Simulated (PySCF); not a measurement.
FGeH3. Atoms are numbered in the order given.

```xyz
5

Ge     0.0000     0.0000    -0.3271
F      0.0000     0.0000     1.4149
H      1.2747    -0.7360    -0.7559
H      0.0000     1.4719    -0.7559
H     -1.2747    -0.7360    -0.7559
```

Geometry optimised at PBE0-D3(BJ)/def2-TZVP.

All values below come from PBE0/pcSseg-2 (PySCF).

GIAO shieldings, no solvent; atoms alike by connectivity are averaged. δ = σ(ref) − σ: ⁷³Ge against GeH4 (σ = 1662.5 ppm); ¹⁹F against CFCl3 (σ = 165.8 ppm); ¹H against TMS (σ = 31.54 ppm), references at their B3LYP-D3(BJ)/def2-TZVP geometries, non-relativistic.

```tsv
nucleus	atoms	count	δ (ppm)
⁷³Ge	Ge1	1	292.2
¹⁹F	F2	1	-284.6
¹H	H3, H4, H5	3	5.68
```
